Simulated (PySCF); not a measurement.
germanium atom (Ge), triplet; HF/6-31G** run with PySCF.

PySCF was given this input:
```python
from pyscf import gto, scf

mol = gto.Mole()
mol.atom = '''
    Ge    0.000000    0.000000    0.000000
'''
mol.basis = '6-31g**'
mol.charge = 0
mol.spin = 2
mol.verbose = 5
mol.build()

mf = scf.UHF(mol)
mf.kernel()
```

Q: What does PySCF print? Leave out banner, timings and long lists.

A: 
```
PySCF version 2.14.0

[INPUT] verbose = 5
[INPUT] max_memory = 4000
[INPUT] num. atoms = 1
[INPUT] num. electrons = 32
[INPUT] charge = 0
[INPUT] spin (= nelec alpha-beta = 2S) = 2
[INPUT] symmetry False subgroup None
[INPUT] Mole.unit = angstrom
[INPUT] Symbol           X                Y                Z      unit          X                Y                Z       unit  Magmom
[...]
[INPUT] ---------------- BASIS SET ----------------
[INPUT] l, kappa, [nprim/nctr], expnt,             c_1 c_2 ...
[INPUT] Ge
[...]
                                14156.42          0.01328181
                                3224.935          0.06557319
                                909.4821          0.2283712
                                291.7149          0.4778104
                                99.89074          0.3557135
[...]
                                480.6599          0.03068823
                                156.0616          0.1262906
                                59.07914          -0.01105405
                                24.22346          -0.6103659
                                10.04418          -0.4755387
[...]
                                30.2823           0.05874495
                                12.85367          0.2598349
                                5.587437          -0.1926917
                                2.438461          -0.719057
                                1.040324          -0.2995181
[...]
                                0.443662          -0.2189617
                                0.176082          -0.9242006
[...]
                                480.6599          0.03051218
                                156.0616          0.1338971
                                59.07914          0.3462496
                                24.22346          0.4635741
                                10.04418          0.2047879
[...]
                                30.2823           -0.02954252
                                12.85367          0.05042291
                                5.587437          0.3699366
                                2.438461          0.4933147
                                1.040324          0.2116445
[...]
                                0.443662          0.3028906
                                0.176082          0.7562828
[...]
                                12.20184          0.3847726
                                3.823423          0.7003323
[...]
nuclear repulsion = 0
number of shells = 12
[...]
 -1.63114905e+00 -1.63114905e+00 -6.30796253e-01 -2.90654008e-01
 -2.90654008e-01 -7.18283867e-03  2.15871431e-01  2.91280309e-01
  2.91280309e-01  3.19137052e-01  5.91624469e-01  5.91624469e-01
  6.13052673e-01  6.13052673e-01  6.21907433e-01  3.75760587e+00
  3.76066899e+00  3.76066899e+00  3.76972437e+00  3.76972437e+00]
  beta  mo_energy =
[-4.05253954e+02 -5.21909781e+01 -4.62809607e+01 -4.62772561e+01
 -4.62772561e+01 -7.21027625e+00 -5.18866474e+00 -5.17410530e+00
 -5.17410530e+00 -1.63887263e+00 -1.63507889e+00 -1.63507889e+00
 -1.62421080e+00 -1.62421080e+00 -4.79010544e-01  1.89917431e-02
  5.96649271e-02  5.96649271e-02  2.48624214e-01  3.30626782e-01
  3.64779086e-01  3.64779086e-01  6.67884029e-01  6.77959376e-01
  6.77959376e-01  7.12568631e-01  7.12568631e-01  3.76691456e+00
  3.77359927e+00  3.77359927e+00  3.79364309e+00  3.79364309e+00]
multiplicity <S^2> = 2.0079539  2S+1 = 3.0052979
E1 = -2893.943504054747  E2 = 818.9078027850687  Ecoul = 896.3311338107179  Exc = -77.42333102564919
cycle= 8 E= -2075.03570126968  delta_E= -1.39e-10  |g|= 1.51e-06  |ddm|= 3.73e-05
  alpha mo_energy =
[-4.05257550e+02 -5.21915403e+01 -4.62816095e+01 -4.62816095e+01
 -4.62809362e+01 -7.21639238e+00 -5.18817536e+00 -5.18750797e+00
 -5.18750797e+00 -1.64050734e+00 -1.63806875e+00 -1.63806875e+00
 -1.63114903e+00 -1.63114903e+00 -6.30795986e-01 -2.90653977e-01
 -2.90653977e-01 -7.18311279e-03  2.15871600e-01  2.91280176e-01
  2.91280176e-01  3.19136992e-01  5.91624499e-01  5.91624499e-01
  6.13052540e-01  6.13052540e-01  6.21907230e-01  3.75760578e+00
  3.76066891e+00  3.76066891e+00  3.76972437e+00  3.76972437e+00]
  beta  mo_energy =
[-4.05253954e+02 -5.21909783e+01 -4.62809609e+01 -4.62772562e+01
 -4.62772562e+01 -7.21027644e+00 -5.18866500e+00 -5.17410548e+00
 -5.17410548e+00 -1.63887290e+00 -1.63507917e+00 -1.63507917e+00
 -1.62421100e+00 -1.62421100e+00 -4.79010575e-01  1.89918716e-02
  5.96648199e-02  5.96648199e-02  2.48624199e-01  3.30626803e-01
  3.64779010e-01  3.64779010e-01  6.67883982e-01  6.77959317e-01
  6.77959317e-01  7.12568540e-01  7.12568540e-01  3.76691435e+00
  3.77359906e+00  3.77359906e+00  3.79364296e+00  3.79364296e+00]
multiplicity <S^2> = 2.0079537  2S+1 = 3.0052978
E1 = -2893.9435045561504  E2 = 818.9078032864701  Ecoul = 896.3311343732868  Exc = -77.42333108681669
Extra cycle  E= -2075.03570126968  delta_E= -2.27e-12  |g|= 4.76e-07  |ddm|= 3.83e-06
converged SCF energy = -2075.03570126968  <S^2> = 2.0079537  2S+1 = 3.0052978
```
